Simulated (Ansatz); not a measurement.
```xyz
18

C     1.678   -0.322   -0.465
C     0.264   -0.062   -0.072
N    -0.270    1.148   -0.126
C     0.446    2.311   -0.570
In   -2.181    0.439    0.600
Cl   -3.920    0.330   -0.939
Cl   -2.760    1.012    2.777
N    -0.571   -0.992    0.360
C    -0.234   -2.380    0.515
H     1.846    0.009   -1.492
H     2.352    0.256    0.173
H     1.937   -1.375   -0.386
H     1.336    2.511    0.039
H    -0.204    3.182   -0.490
H     0.761    2.233   -1.617
H     0.050   -2.851   -0.433
H     0.577   -2.537    1.235
H    -1.106   -2.914    0.891
```

Charge 0, multiplicity 1. In: def2 effective core potential.

Question: List the B3LYP/def2-TZVPP orbital energies in eV (the Gaussian-basis code of Ansatz). (An estimate is asked.)

Answer: The calculation gave: Occupied: -2761.62, -2761.62, -389.94, -389.91, -279.58, -277.97, -277.97, -277.73, -256.34, -256.34, -195.35, -195.35, -195.23, -195.23, -195.22, -195.22, -127.49, -84.08, -84.00, -83.97, -26.95, -24.41, -22.13, -22.06, -21.34, -21.21, -21.14, -21.00, -20.48, -20.18, -20.00, -18.36, -15.01, -14.13, -13.96, -13.35, -12.27, -12.09, -11.85, -11.73, -11.37, -11.13, -9.88, -9.18, -9.04, -9.00, -8.21, -8.18, -8.07, -8.07, -6.53. Lowest empty: -1.39, -0.57, -0.09, 0.14, 1.01, 1.06, 1.48, 1.91.

B3LYP here is the variant with VWN-RPA as its local correlation; programs differ in this.
